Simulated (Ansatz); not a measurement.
H₂O₂, charge +1, doublet, at a GFN2-xTB geometry (a state made from the parent by changing its charge; the spin is typed, not shown lowest). Base run: R2SCAN/6-311G** in Ansatz (a quantum-chemistry and plane-wave program).

Input for Ansatz:
Ansatz 0.2 input:
```yaml
crystal:
  periodic: [false, false, false]
  atoms:
    - {symbol: O, position_ang: [-0.59065691, -0.01900468, 0.25930853]}
    - {symbol: O, position_ang: [0.59065691, 0.01900468, -0.25930853]}
    - {symbol: H, position_ang: [-1.28947104, -0.03417302, -0.46351846]}
    - {symbol: H, position_ang: [1.28947104, 0.03417302, 0.46351846]}
basis:
  gaussian:
    orbitals: 6-311G__.json
hamiltonian:
  xc: r2scan
total_charge: 1
magnetization: {spin_polarized: true, initial_magnetization: 1}
```
The basis file holds 6-311G** in the JSON format of the Basis Set Exchange.

The base run was repeated with changes; each row names its change, and settings that it needs were set with it.

```json
[
 {"change": "base", "E (Eh)": "-151.13804", "SCF-reference <S^2>": "0.754"},
 {"change": "functional = PBE0-DH", "E (Eh)": "-151.03105", "SCF-reference <S^2>": "0.757"},
 {"change": "functional = wB97M-V", "E (Eh)": "-151.15995", "SCF-reference <S^2>": "0.753"},
 {"change": "functional = B97M-V", "E (Eh)": "-151.15997", "SCF-reference <S^2>": "0.753"},
 {"change": "functional = pbe0; dispersion = d4", "E (Eh)": "-151.05108", "SCF-reference <S^2>": "0.754"},
 {"change": "functional = pbe", "E (Eh)": "-151.06365", "SCF-reference <S^2>": "0.752"},
 {"change": "functional = hf", "E (Eh)": "-150.46025", "SCF-reference <S^2>": "0.768"},
 {"change": "functional = cam_b3lyp", "E (Eh)": "-151.15814", "SCF-reference <S^2>": "0.754"},
 {"change": "functional = hse06", "E (Eh)": "-151.04452", "SCF-reference <S^2>": "0.754"},
 {"change": "functional = PBE-QIDH", "E (Eh)": "-150.99508", "SCF-reference <S^2>": "0.760"},
 {"change": "functional = wB97X-V", "E (Eh)": "-151.15512", "SCF-reference <S^2>": "0.753"},
 {"change": "functional = pbe; dispersion = d3bjatm", "E (Eh)": "-151.06446", "SCF-reference <S^2>": "0.752"},
 {"change": "functional = wB97X", "E (Eh)": "-151.16891", "SCF-reference <S^2>": "0.753"}
]
```

Total energies compare only within one method and basis.
